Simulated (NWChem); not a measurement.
C₃H₇N; SMILES C/C=N\C

Computed with NWChem. All runs use the structure optimised with PBE0/def2-SVP. Level M06-L/def2-SVP: energy and gradient on several grids; changes count from the extra-fine grid, which is no exact limit either.

```csv
grid,size of the energy change (μHa),largest change of a gradient component (μHa/bohr),"time, medium = 1 (rough)"
xcoarse,5000,5000,about 1
coarse,200,900,about 1
medium,10,300,about 1
fine,< 10,70,about 1
xfine,< 10,< 30,3
```
